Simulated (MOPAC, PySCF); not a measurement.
H2SSe, SMILES `S[SeH]` (H–S–Se–H torsion 90°), neutral singlet in the gas phase. 

Z-matrix (Å, degrees):
```
S
H 1 1.3460
Se 1 2.2193 2 97.69
H 3 1.4777 1 96.90 2 -90.07
```
Charge 0, multiplicity 1.

All levels are single points at this geometry (B3LYP-D3(BJ)/def2-TZVP); Pople sets use spherical d functions. Orbital energies aren't observables, and empty levels follow the basis.

| level | HOMO (eV) | LUMO (eV) | gap (eV) | dipole (D) | vertical IE, Delta-SCF (eV) |
|---|---|---|---|---|---|
| B3LYP-D3(BJ)/def2-TZVP in PySCF | -6.96 | -1.75 | 5.20 | 1.06 | 9.58 |
| B3LYP/3-21G in PySCF | -6.87 | -1.71 | 5.16 | 1.75 | – |
| B3LYP/6-311+G** (LANL2DZ on Se) in PySCF | -7.04 | -1.81 | 5.23 | 1.41 | – |
| B3LYP/6-31G* in PySCF | -6.89 | -1.74 | 5.15 | 1.32 | 9.59 |
| B3LYP/LANL2DZ in PySCF | -7.09 | -1.91 | 5.19 | 1.76 | – |
| BP86/6-31G* in PySCF | -6.06 | -2.55 | 3.51 | 1.35 | – |
| M06-2X/6-31G* in PySCF | -8.37 | -0.63 | 7.74 | 1.37 | – |
| HF/3-21G in PySCF | -10.04 | 1.94 | 11.98 | 1.85 | – |
| HF/6-31G* in PySCF | -9.89 | 2.02 | 11.91 | 1.37 | 8.70 |
| HF/STO-3G in PySCF | -7.36 | 7.41 | 14.78 | 1.55 | – |
| AM1 in MOPAC | -8.20 | -1.98 | 6.22 | 2.12 | – |
| PM6 in MOPAC | -9.04 | -1.58 | 7.45 | 1.67 | – |
| PM7 in MOPAC | -8.58 | -1.53 | 7.04 | 2.42 | – |
